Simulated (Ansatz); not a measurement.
This geometry of a periodic cell of 15 atoms, TiW₁₄ (host W, host structure bcc, dopant Ti, one W atom removed) is a first-order saddle point.

Computed with Ansatz 0.2.0, DFT PBE, scalar-relativistic, plane waves, PAW. Settings: PAW set soft_1, cutoff 420 eV, k mesh 3x3x3, gaussian smearing 0.05 eV, no spin polarisation.

```xyz
15
Lattice="6.3200 0.0000 0.0000 0.0000 6.3200 0.0000 0.0000 0.0000 6.3200" Properties=species:S:1:pos:R:3
Ti 0.789 -0.788 0.792
W 3.217 0.038 -0.034
W -0.036 3.105 -0.034
W -0.036 0.038 3.219
W 1.613 1.641 1.615
W 3.125 3.197 0.002
W 3.125 0.001 3.127
W 4.772 1.550 1.579
W 0.000 3.197 3.127
W 1.577 1.550 4.774
W 3.150 3.172 3.152
W 4.680 4.709 1.615
W 4.747 1.574 4.749
W 1.613 4.709 4.683
W 4.772 4.745 4.774
```

(1) Which two structures does it join? (They come from a converged band through this point; their orientation in space is the band's.)

(2) How far does it lie above each of them?

## Answers

(1) The atom that moves furthest is Ti1, by 2.58 Å; four of its nearest neighbours are W14 2.73, W12 2.73, W5 2.73, W10 2.76 Å at the first end and W2 2.74, W4 2.74, W3 2.74, W7 2.76 Å at the last.

Initial state:

```xyz
15
Lattice="6.3200 0.0000 0.0000 0.0000 6.3200 0.0000 0.0000 0.0000 6.3200" Properties=species:S:1:pos:R:3
Ti 0.046 -0.043 0.050
W 3.145 0.000 0.007
W 0.003 3.178 0.007
W 0.004 0.000 3.149
W 1.588 1.607 1.592
W 3.127 3.197 0.028
W 3.127 -0.020 3.131
W 4.740 1.583 1.577
W 0.024 3.197 3.131
W 1.573 1.583 4.745
W 3.151 3.173 3.155
W 4.717 4.735 1.592
W 4.724 1.599 4.728
W 1.588 4.735 4.721
W 4.740 4.750 4.745
```

Final state:

```xyz
15
Lattice="6.3200 0.0000 0.0000 0.0000 6.3200 0.0000 0.0000 0.0000 6.3200" Properties=species:S:1:pos:R:3
Ti 1.533 -1.533 1.533
W 3.180 0.011 -0.011
W -0.011 3.140 -0.011
W -0.011 0.011 3.180
W 1.573 1.567 1.573
W 3.156 3.164 0.003
W 3.156 -0.003 3.156
W 4.769 1.551 1.554
W 0.003 3.164 3.156
W 1.554 1.551 4.769
W 3.173 3.147 3.173
W 4.753 4.747 1.573
W 4.748 1.572 4.748
W 1.573 4.747 4.753
W 4.769 4.766 4.769
```

(2) 1.02 eV above the first and 1.02 eV above the second. This is the barrier of this one path; another mechanism may lie lower. Limits of this set-up: coarse k mesh, a small cell, in which the defect meets its images, a typed lattice constant that wasn't relaxed here.

Time of the run: 15 min on 4 threads of Arm Neoverse V1 (shared host), peak memory 2.9 GiB.
